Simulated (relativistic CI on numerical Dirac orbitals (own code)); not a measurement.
## Cs VIII: calculation against measurement

Computed by Dirac-Coulomb-Breit CI, KLI orbitals optimised for each configuration, model QED (radiative potential, 1s self-energy scaled to tabulated hydrogen-like ionisation energies), unscaled Slater integrals (own radial code, finite nucleus).

Configuration list (outside the closed core [Kr]): 4d10 5s2, 4d10 5s 5p, 4d10 5p2, 4d10 5s 5d, 4d10 4f2, 4d10 5s 4f, 4d10 5d2, 4d10 4f 5p, 4d10 5s 5f, 4d10 5p 5d, 4d10 5s 5g, 4d10 5s 6s, 4d9 5s2 4f, 4d10 4f 5d, 4d10 5f2, 4d10 5s 6p. Levels of other configurations are missing.

| Configuration | Term (tabulated) | J | Measured (cm⁻¹) | Computed | Error | Purity (%) |
| --- | --- | --- | --- | --- | --- | --- |
| 4d10 5s2 | 1S | 0 | 0.0 | 0 | 0 | 98 |
| 4d10 5s 5p | 3P° | 0 | 106573.8 | 100500 | -6074 | 100 |
| 4d10 5s 5p | 3P° | 1 | 111628.0 | 105699 | -5929 | 96 |
| 4d10 5s 5p | 3P° | 2 | 128031.4 | 121555 | -6477 | 100 |
| 4d10 5s 5p | 1P° | 1 | 159326.3 | 157210 | -2116 | 94 |
| 4d10 5p2 | 3P | 0 | 247101.3 | 245589 | -1513 | 90 |
| 4d10 5s 4f | 3F° | 2 | 259357.9 | 259913 | 555 | 100 |
| 4d10 5s 4f | 3F° | 3 | 259697.7 | 260183 | 485 | 100 |
| 4d10 5s 4f | 3F° | 4 | 260217.7 | 260575 | 357 | 100 |
| 4d10 5p2 | 3P | 1 | 261162.7 | 258353 | -2810 | 100 |
| 4d10 5p2 | 1D | 2 | 262958.8 | 257786 | -5172 | 61 |
| 4d10 5s 4f | 1F° | 3 | 266917.2 | 268215 | 1298 | 99 |
| 4d10 5p2 | 3P | 2 | 282347.8 | 277339 | -5009 | 71 |
| 4d10 5p2 | 1S | 0 | 308057.6 | 309321 | 1263 | 87 |
| 4d10 5s 5d | 3D | 1 | 323609.5 | 319908 | -3701 | 99 |
| 4d10 5s 5d | 3D | 2 | 324748.0 | 321031 | -3717 | 98 |
| 4d10 5s 5d | 3D | 3 | 326841.0 | 322987 | -3854 | 98 |
| 4d10 5s 5d | 1D | 2 | 343708.4 | 345940 | 2232 | 71 |
| 4d10 4f 5p | 3G | 3 | 378551.1 | 377099 | -1452 | 56 |
| 4d10 4f 5p | 3F | 2 | 384056.9 | 382784 | -1273 | 86 |
| 4d10 4f 5p | 3G | 5 | 401815.1 | 399804 | -2012 | 100 |
| 4d10 4f 5p | 3D | 3 | 404586.6 | 403673 | -913 | 77 |
| 4d10 4f 5p | 3D | 2 | 406200.8 | 405876 | -325 | 85 |
| 4d10 4f 5p | 3D | 1 | 408767.7 | 408561 | -207 | 99 |
| 4d10 4f 5p | 1G | 4 | 410757.8 | 410380 | -378 | 88 |
| 4d10 5s 6s | 3S | 1 | 416560.2 | 410618 | -5942 | 100 |
| 4d10 4f 5p | 1D | 2 | 419191.0 | 422845 | 3654 | 81 |
| 4d10 5s 6s | 1S | 0 | 424485.8 | 421501 | -2985 | 100 |
| 4d10 5p 5d | 3F° | 2 | 440542.6 | 430932 | -9610 | 83 |
| 4d10 5p 5d | 3F° | 3 | 449682.2 | 440067 | -9615 | 91 |
| 4d10 5p 5d | 1D° | 2 | 453560.0 | 446903 | -6657 | 56 |
| 4d10 5p 5d | 3D° | 1 | 458439.8 | 455139 | -3300 | 59 |
| 4d10 5p 5d | 3F° | 4 | 463941.6 | 452935 | -11007 | 97 |
| 4d10 5s 6p | 3P° | 1 | 468837.0 | 462924 | -5913 | 70 |
| 4d10 5p 5d | 3D° | 3 | 474619.8 | 470368 | -4252 | 87 |
| 4d10 5s 6p | 3P° | 2 | 474929.5 | 469300 | -5629 | 61 |
| 4d10 5s 6p | 1P° | 1 | 476192.5 | 474413 | -1780 | 61 |
| 4d10 5p 5d | 3P° | 0 | 477671.9 | 472090 | -5581 | 83 |
| 4d10 5p 5d | 1F° | 3 | 490161.1 | 487720 | -2441 | 66 |
| 4d10 5s 5f | 3F° | 2 | 524726.8 | 520404 | -4322 | 98 |
| 4d10 5s 5f | 3F° | 3 | 524999.0 | 520735 | -4264 | 98 |
| 4d10 5s 5f | 3F° | 4 | 525374.9 | 521192 | -4183 | 97 |
| 4d10 5s 5f | 1F° | 3 | 531193.0 | 532014 | 821 | 74 |

Measured levels from Sansonetti, J. Phys. Chem. Ref. Data 38, 761 (2009); pairs were made by configuration, J and term (by order where the table uses no LS term), so strongly mixed levels may be paired wrongly.

Mean error by configuration (cm⁻¹): 4d10 5s 5p -5149; 4d10 5p2 -2648; 4d10 5s 4f 674; 4d10 5s 5d -2260; 4d10 4f 5p -363; 4d10 5s 6s -4464; 4d10 5p 5d -6558; 4d10 5s 6p -4441; 4d10 5s 5f -2987. Over the excited levels the mean absolute error is 3597 cm⁻¹ (42 of the 51 excited levels that our extract of the source holds in range could be paired, and the others can miss by more), and the median relative error of those above 1,000 cm⁻¹ is 0.82 %.
